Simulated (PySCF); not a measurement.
H3O3Si (SMILES O[Si](O)O), doublet, at a GFN2-xTB geometry (in this run its highest filled SCF level lies above zero, so its values depend strongly on the basis, on diffuse functions most of all); REVPBE/STO-3G run with PySCF.

The PySCF input:
```python
from pyscf import gto, scf, dft

mol = gto.Mole()
mol.atom = '''
    O    -0.843175   -0.876036   -0.914558
    Si   -0.169416   -0.080382    0.342912
    O    -0.285085    1.517739   -0.033164
    O     1.370660   -0.579478    0.490977
    H    -1.581782   -0.473457   -1.362889
    H     0.234136    2.152053    0.452111
    H     1.780269   -1.051053   -0.236026
'''
mol.basis = 'sto-3g'
mol.charge = 0
mol.spin = 1
mol.verbose = 4
mol.build()

mf = dft.UKS(mol)
mf.xc = 'revpbe'
mf.grids.atom_grid = (99, 590)
mf.grids.prune = None
mf.kernel()
```

### Question
Predict the main parts of the log of this PySCF run.

### Answer

```
PySCF version 2.14.0

[INPUT] verbose = 4
[INPUT] num. atoms = 7
[INPUT] num. electrons = 41
[INPUT] charge = 0
[INPUT] spin (= nelec alpha-beta = 2S) = 1
[INPUT] symmetry False subgroup None
[INPUT] Mole.unit = angstrom
[INPUT] Symbol           X                Y                Z      unit          X                Y                Z       unit  Magmom
[INPUT]  1 O     -0.843175000000  -0.876036000000  -0.914558000000 AA   -1.593369825080  -1.655468115259  -1.728264145030 Bohr   0.0
[INPUT]  2 Si    -0.169416000000  -0.080382000000   0.342912000000 AA   -0.320149841119  -0.151899965345   0.648009764827 Bohr   0.0
[INPUT]  3 O     -0.285085000000   1.517739000000  -0.033164000000 AA   -0.538732572222   2.868111038571  -0.062670877195 Bohr   0.0
[INPUT]  4 O      1.370660000000  -0.579478000000   0.490977000000 AA    2.590172009896  -1.095054715211   0.927812063461 Bohr   0.0
[INPUT]  5 H     -1.581782000000  -0.473457000000  -1.362889000000 AA   -2.989134768767  -0.894704061758  -2.575486948182 Bohr   0.0
[INPUT]  6 H      0.234136000000   2.152053000000   0.452111000000 AA    0.442452915901   4.066790775549   0.854365967903 Bohr   0.0
[INPUT]  7 H      1.780269000000  -1.051053000000  -0.236026000000 AA    3.364220838053  -1.986202312402  -0.446024498277 Bohr   0.0

nuclear repulsion = 178.826788411025
number of shells = 17
number of NR pGTOs = 81
number of NR cGTOs = 27
basis = sto-3g
ecp = {}

******** <class 'pyscf.dft.uks.UKS'> ********
method = UKS
initial guess = minao
damping factor = 0
level_shift factor = 0
DIIS = <class 'pyscf.scf.diis.CDIIS'>
diis_start_cycle = 1
diis_space = 8
diis_damp = 0
SCF conv_tol = 1e-09
SCF conv_tol_grad = None
SCF max_cycles = 50
direct_scf = True
direct_scf_tol = 1e-13
number electrons alpha = 21  beta = 20
XC library pyscf.dft.libxc version 7.1.2
    S. Lehtola, C. Steigemann, M. J. T. Oliveira, and M. A. L. Marques,  SoftwareX 7, 1–5 (2018)
XC functionals = revpbe
    Y. Zhang and W. Yang,  Phys. Rev. Lett. 80, 890 (1998)
    J. P. Perdew, K. Burke, and M. Ernzerhof,  Phys. Rev. Lett. 77, 3865 (1996)
    J. P. Perdew, K. Burke, and M. Ernzerhof,  Phys. Rev. Lett. 78, 1396 (1997)
radial grids:
    Treutler-Ahlrichs [JCP 102, 346 (1995); DOI:10.1063/1.469408] (M4) radial grids

becke partition: Becke, JCP 88, 2547 (1988); DOI:10.1063/1.454033
pruning grids: None
grids dens level: 3
symmetrized grids: False
atomic radii adjust function: <function treutler_atomic_radii_adjust>
User specified grid scheme (99, 590)
small_rho_cutoff = 0
Set gradient conv threshold to 3.16228e-05
tot grids = 408872
init E= -510.863590981287

cycle= 1 E= -509.972572786922  delta_E= 0.891  |g|= 0.643  |ddm|= 2.45
cycle= 2 E= -509.731027403011  delta_E= 0.242  |g|= 0.87  |ddm|=  2.3
cycle= 3 E= -510.275151036904  delta_E= -0.544  |g|= 0.0617  |ddm|= 1.49
cycle= 4 E= -510.278356548356  delta_E= -0.00321  |g|= 0.033  |ddm|= 0.186
cycle= 5 E= -510.278900104089  delta_E= -0.000544  |g|= 0.0183  |ddm|= 0.0828
cycle= 6 E= -510.279147949934  delta_E= -0.000248  |g|= 0.00212  |ddm|= 0.0351
cycle= 7 E= -510.279149231733  delta_E= -1.28e-06  |g|= 0.00173  |ddm|= 0.00587
cycle= 8 E= -510.279151449393  delta_E= -2.22e-06  |g|= 0.000108  |ddm|= 0.00321
cycle= 9 E= -510.2791514623  delta_E= -1.29e-08  |g|= 1.66e-05  |ddm|= 0.000301
cycle= 10 E= -510.279151462591  delta_E= -2.91e-10  |g|= 4.44e-06  |ddm|= 5.11e-05
Extra cycle  E= -510.279151462553  delta_E= 3.75e-11  |g|= 8.79e-06  |ddm|= 2.85e-05
converged SCF energy = -510.279151462553  <S^2> = 0.75073885  2S+1 = 2.0007387
```
